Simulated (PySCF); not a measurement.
# C²⁺: ionisation energy

C²⁺ [He] 2s2 (1S) → C³⁺ [He] 2s1 (2S), as a difference of total energies. Calculation: PySCF 2.14, in x2c-TZVPall (5s3p2d1f, 31 functions); the spin-free X2C one-electron Hamiltonian (Gaussian nucleus). Correlated levels: valence: 1s2 frozen. The calculations carry no spin-orbit coupling.

Question: Order these methods by the ionisation energy they give, lowest first.
A. MP2 (valence)
B. CCSD (valence)
C. TPSS
D. SCS-MP2 (valence)

Answer: A (46.952 eV), C (47.152 eV), D (47.183 eV), B (47.771 eV).

Errors of the correlated levels include the incompleteness of this basis and the frozen core.

With two correlated electrons CCSD is exact in that space.

The coupled-cluster amplitudes are large for C²⁺ (T1 above 0.03 or a double amplitude above 0.15), so a single reference is strained.

For comparison: 47.888 eV (measured; NIST Atomic Spectra Database, ionization energies).
